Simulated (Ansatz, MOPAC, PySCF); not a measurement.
Pair of molecules: HCl (SMILES Cl) (first 2 atoms) with H4OSi (SMILES O[SiH3]); geometry from B3LYP-D3(BJ)/def2-TZVP.
(charge 0, multiplicity 1):
```xyz
8

Cl    -0.8223     0.4550    -0.4324
H     -0.7256    -0.3857     0.5362
O      0.3239    -0.2690     4.8479
Si     0.0886     0.2497     3.3001
H      1.0610    -0.8550     5.0349
H      1.3063     0.8708     2.7295
H     -1.0236     1.2145     3.3497
H     -0.2898    -0.8854     2.4100
```

Counterpoise-corrected where a basis set is named; no monomer relaxation.

Cores are frozen in the correlated methods. Rows in 6-31G* carry no dispersion term and start afresh at each structure (6-31G* with six Cartesian d functions). The state reached by PM7 isn't checked; PM7 holds dispersion and hydrogen-bond terms.

Run with Ansatz (Gaussian basis) for Hartree–Fock, density functionals and correlated methods; MOPAC for PM7 (differences of heats of formation); PySCF for 6-31G* rows. Values without a source in brackets are computed.

### Question
What is the computed interaction energy (CCSD/aug-cc-pV(D+d)Z)?

### Answer
-0.4 kcal/mol

### Question
What interaction energy does PM7 give?

### Answer
0.9 kcal/mol

### Question
What is the computed interaction energy (HF/6-31G*)?

### Answer
1.3 kcal/mol

Ansatz is an electronic-structure program.
